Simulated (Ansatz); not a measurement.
The same silylene loss along the group B, Al, Ga, In.

Computed with Ansatz on PBE0-D4/def2-TZVP structures; ΔE is electronic, products minus reactants. CCSD(T)/CBS adds triple-zeta CCSD(T) − MP2 to the extrapolated MP2 energy (def2 sets, frozen cores). This one scheme is used for every species. Functionals use def2-TZVPP. Elements past krypton have def2 core potentials. For Ga, In outer-core shells are correlated without core-valence functions, which leaves a few kJ/mol of doubt a bond. Scalar relativity is left out up to krypton. One conformer a species, not always the lowest.

```json
{"reaction": "`[SiH3]OB(Cl)Cl` → `OB(Cl)Cl` + `[SiH2]`", "B2PLYP (kJ/mol)": "321"}
{"reaction": "`[SiH3][O][Al]([Cl])[Cl]` → `[OH][Al]([Cl])[Cl]` + `[SiH2]`", "B2PLYP (kJ/mol)": "342"}
{"reaction": "`[SiH3][O][Ga]([Cl])[Cl]` → `[OH][Ga]([Cl])[Cl]` + `[SiH2]`", "B2PLYP (kJ/mol)": "331"}
{"reaction": "`[SiH3][O][In]([Cl])[Cl]` → `[OH][In]([Cl])[Cl]` + `[SiH2]`", "B2PLYP (kJ/mol)": "331"}
```

(1) Give the CCSD(T)/CBS values in the same order. (Estimate.)

Largest T1 diagnostic: 0.014, for `[OH][In]([Cl])[Cl]`.

Results:

(1) Ansatz gave: 324, 343, 333, 336 kJ/mol.
